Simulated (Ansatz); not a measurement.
Isolated molecules relaxed with PBE0-D4/def2-TZVP in Ansatz; ΔE leaves out vibrations. CCSD(T)/CBS is the MP2 limit (def2-TZVPP, def2-QZVPP) plus CCSD(T) − MP2 in def2-TZVPP, frozen cores. DFT in def2-TZVPP. B3LYP here is the variant with VWN-RPA as its local correlation; programs differ in this. def2 core potentials past Kr. For In outer-core shells are correlated without core-valence functions, which leaves a few kJ/mol of doubt a bond. One conformer a species, not always the lowest.

Reaction (ligand exchange at the Si–C bond): `C=C=C([SiH3])[SiH3]` + `[OH][In]([SH])[O][SiH3]` → `[SiH3][O][In]([SH])[O][SiH3]` + `C=C=C[SiH3]`

Is it downhill or uphill in electronic energy at CCSD(T)/CBS, and by how much? (Best estimate.)

Ansatz gave: Downhill: ΔE = -0.86 eV.

What do these levels give: PBE-D4, r2SCAN-D4, B3LYP-D4, ωB97M-V, PBE0, B3LYP, HF/def2-TZVPP, MP2/def2-TZVPP, SCS-MP2/def2-TZVPP, HF/def2-QZVPP, SCS-MP2/def2-QZVPP, MP2/CBS(def2)? (Estimate.)

Ansatz gave: PBE-D4 -0.67, r2SCAN-D4 -0.80, B3LYP-D4 -0.85, ωB97M-V -0.84, PBE0 -0.76, B3LYP -0.87, HF/def2-TZVPP -1.12, MP2/def2-TZVPP -0.82, SCS-MP2/def2-TZVPP -0.89, HF/def2-QZVPP -1.13, SCS-MP2/def2-QZVPP -0.89, MP2/CBS(def2) -0.81 eV.

Largest T1 diagnostic among the species: 0.016.

In def2-TZVPP, CCSD(T) changes the Hartree–Fock value by +0.25 eV (the triples alone add +0.05 eV) and MP2 by +0.29 eV. From PBE to PBE0 (25 % exact exchange), in def2-TZVPP and without D4, ΔE moves by −0.08 eV.
